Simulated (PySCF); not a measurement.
**Correlation energy of Cu+ (copper, charge +1)**

[Ar] 3d9 4s1, high-spin 3D determinant (an excited configuration). Computed with PySCF 2.14 in aug-cc-pVDZ-PP with ECP10MDF, with scalar relativity through the core potential. Frozen: 3s2 3p6; 10 electrons correlated.

```json
{"level": "CCSD", "correlation energy (mhartree)": "-306.25"}
{"level": "(T)", "correlation energy (mhartree)": "-7.43"}
{"level": "CCSD(T)", "correlation energy (mhartree)": "-313.68"}
```

Diagnostics: T1 = 0.012, D1 = 0.0283, largest double amplitude 0.019.

Cost of the coupled-cluster step: of the order of 2.2 core-seconds, for 10 correlated electrons.

Iterations:

```
CC2 = 0
CCSD nocc = (np.int64(6), np.int64(4)), nmo = (50, 50)
frozen orbitals [[0, 1, 2, 3], [0, 1, 2, 3]]
max_cycle = 100
direct = 0
conv_tol = 1e-08
conv_tol_normt = 1e-06
diis_space = 8
diis_start_cycle = 0
Init t2, MP2 energy = -0.328746182253636
Init E_corr(UCCSD) = -0.328746182289422
cycle = 1  E_corr(UCCSD) = -0.297249332732046  dE = 0.0314968496  norm(t1,t2) = 0.0669179
cycle = 2  E_corr(UCCSD) = -0.307533208767835  dE = -0.010283876  norm(t1,t2) = 0.0239397
cycle = 3  E_corr(UCCSD) = -0.305798329822762  dE = 0.00173487895  norm(t1,t2) = 0.0117216
cycle = 4  E_corr(UCCSD) = -0.306121557175738  dE = -0.000323227353  norm(t1,t2) = 0.00322331
cycle = 5  E_corr(UCCSD) = -0.306253001909959  dE = -0.000131444734  norm(t1,t2) = 0.00084357
cycle = 6  E_corr(UCCSD) = -0.306261480701995  dE = -8.47879204e-06  norm(t1,t2) = 0.00042011
cycle = 7  E_corr(UCCSD) = -0.306248611033609  dE = 1.28696684e-05  norm(t1,t2) = 0.000113446
cycle = 8  E_corr(UCCSD) = -0.306253404653831  dE = -4.79362022e-06  norm(t1,t2) = 4.641e-05
cycle = 9  E_corr(UCCSD) = -0.306253160574616  dE = 2.44079216e-07  norm(t1,t2) = 1.56031e-05
cycle = 10  E_corr(UCCSD) = -0.306252378155809  dE = 7.82418806e-07  norm(t1,t2) = 6.21385e-06
cycle = 11  E_corr(UCCSD) = -0.306252619313243  dE = -2.41157433e-07  norm(t1,t2) = 2.64616e-06
cycle = 12  E_corr(UCCSD) = -0.306252621542398  dE = -2.22915497e-09  norm(t1,t2) = 1.02901e-06
cycle = 13  E_corr(UCCSD) = -0.306252611866007  dE = 9.67639113e-09  norm(t1,t2) = 4.35117e-07
UCCSD converged
E(UCCSD) = -196.2029467903509  E_corr = -0.3062526118660067
UCCSD(T) correction = -0.00743428823975765
```
